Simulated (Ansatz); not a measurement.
Mulliken charges of `O[Si]1(F)C[Se]1` from PBE/def2-TZVPP in Ansatz (PBE0-D4/def2-TZVP geometry).

```tsv
atom	x (Å)	y (Å)	z (Å)	charge (e)
O1	0.521	0.907	1.496	-0.339
Si2	-0.147	-0.179	0.497	0.583
F3	-0.166	-1.586	1.235	-0.265
C4	0.229	-0.094	-1.269	-0.299
Se5	-1.776	0.291	-0.898	-0.157
H6	0.368	0.823	2.439	0.201
H7	0.720	0.776	-1.692	0.137
H8	0.342	-0.994	-1.864	0.138
```

Task: By hand: the dipole of these point charges (1 e Å = 4.8032 D).

Result: Σ q r = (0.212, 0.125, -0.023) e Å, of length 0.247 e Å = 1.19 D.

Task: How does the dipole of the full density compare? (Best estimate.)

Result: Ansatz gave: (0.221, 0.055, 0.200) e Å, 1.46 D; the point charges give 0.82 times that, at 49° from its direction.

Point charges leave out the atoms' own dipoles, such as those of lone pairs, and Mulliken's split depends on the basis, so the two needn't agree.
